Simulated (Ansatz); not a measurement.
Job for Ansatz (an electronic-structure program): U-B3LYP/cc-pVTZ on CH4Be (SMILES [BeH][CH3]), a point of a bond scan (R = 2.191 Å).

Ansatz 0.2 input:
```yaml
crystal:
  periodic: [false, false, false]
  atoms:
    - {symbol: Be, position_ang: [-0.93852540, -0.49476050, -0.13416384]}
    - {symbol: H, position_ang: [-2.10724892, -1.11087408, -0.30123490]}
    - {symbol: C, position_ang: [0.53116533, 0.28001333, 0.07593101]}
    - {symbol: H, position_ang: [1.49979525, -0.29244063, 1.95559833]}
    - {symbol: H, position_ang: [0.42177910, 1.36971531, 0.09486335]}
    - {symbol: H, position_ang: [1.23709912, 0.04633441, -0.72832381]}
basis:
  gaussian:
    orbitals: cc-pVTZ
hamiltonian:
  xc: {name: B3LYP}
magnetization: {spin_polarized: true, initial_magnetization: 0}
```

Output:

```
WARN ansatz: RAYON_NUM_THREADS=1 ignored (pool sized by the plan → 1); use --threads N
Functional definition: B3LYP
integrals: 0.02 GiB planned
566 factors; their error is unknown
mean field: 0.33 GiB planned
mean field evaluation 1: about -1488.9413 eV, gradient 4.4e1 eV
mean field evaluation 2: about -1470.6159 eV, gradient 5.9e1 eV
mean field evaluation 4: about -1499.6584 eV, gradient 6.6e0 eV
mean field evaluation 8: about -1500.1135 eV, gradient 1.8e-1 eV
mean field evaluation 16: about -1500.1136 eV, gradient 6.5e-6 eV
mean field evaluation 32: about -1500.1041 eV, gradient 2.4e0 eV
mean field -1500.17803541 eV, -55.1305259441 hartree, gradient 1.3e-5 eV, S^2 0.307592; 3 other end points of the search recorded, 0 dependent functions left out
reference -1500.17827950 eV, -55.1305349143 hartree; 7, 7 occupied and 109, 109 virtual orbitals, 566 factors
Total energy: -1500.17827950 eV, -55.1305349143 hartree
```

The calculation finished and met its thresholds. Its determinant has ⟨S²⟩ = 0.31, a mixture of spin states.

Cost: roughly 3 core-seconds.
